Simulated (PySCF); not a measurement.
Molecule: SMILES CC(=S)c1ccccc1, C8H8S.

Cartesian coordinates in Å; atom numbers follow the order of the lines, from 1:
```xyz
17

C    -2.5768   -0.5564   -0.4899
C    -1.6843    0.1059    0.5079
S    -2.3518    0.7768    1.8456
C    -0.2494    0.1319    0.2747
C     0.5908    0.8585    1.1274
C     1.9536    0.8942    0.9204
C     2.5151    0.1992   -0.1397
C     1.6993   -0.5294   -0.9910
C     0.3331   -0.5615   -0.7935
H    -3.6158   -0.4368   -0.1933
H    -2.4366   -0.1224   -1.4799
H    -2.3530   -1.6219   -0.5511
H     0.1507    1.3973    1.9529
H     2.5827    1.4647    1.5872
H     3.5823    0.2247   -0.3020
H     2.1324   -1.0759   -1.8158
H    -0.2794   -1.1368   -1.4698
```

Frames of a GFN2-xTB Langevin trajectory at 600 K; GIAO PBE0/pcSseg-1 shieldings in PySCF, gas phase, non-relativistic; equivalent atoms averaged within each frame.

Chemical shifts δ = σref − σ; $^{13}$C (σref 186.93), $^{1}$H (σref 31.72) vs TMS; $^{33}$S (σref 503.73) against CS2, all at this level. The references are static minima.

How do the shifts (ppm) fluctuate along the trajectory?

## Answers


| time (fs) | C2 | C4 | C7 | C6/C8 | C5/C9 | C1 | S3 | H14/H16 | H13/H17 | H15 |
| --- | --- | --- | --- | --- | --- | --- | --- | --- | --- | --- |
| optimised geometry | 254.5 | 142.6 | 140.0 | 133.5 | 134.1 | 39.6 | 986 | 7.70 | 8.70 | 7.84 |
| 250 | 258.5 | 162.3 | 145.5 | 144.4 | 139.2 | 47.9 | 934 | 8.64 | 7.64 | 7.63 |
| 425 | 257.5 | 139.3 | 140.6 | 136.6 | 133.9 | 40.6 | 1006 | 7.91 | 8.81 | 8.11 |
| 625 | 247.8 | 156.4 | 150.1 | 139.5 | 132.6 | 42.4 | 1003 | 8.24 | 8.03 | 9.34 |
| 800 | 278.1 | 153.1 | 137.5 | 134.2 | 129.6 | 46.1 | 1097 | 8.02 | 8.27 | 8.31 |
| 1000 | 268.0 | 173.9 | 142.4 | 143.0 | 142.6 | 38.1 | 1051 | 7.89 | 7.61 | 8.37 |
| mean of frames | 262.0 | 157.0 | 143.2 | 139.5 | 135.6 | 43.0 | 1018 | 8.14 | 8.07 | 8.35 |
| standard deviation | 11.5 | 12.7 | 4.8 | 4.3 | 5.2 | 4.0 | 61 | 0.31 | 0.50 | 0.62 |

5 frames give an uncertainty of the mean of about the standard deviation over 2.2 at best, since frames this close in time may not be independent; classical motion lacks zero-point vibration, and the reference would need the same averaging.
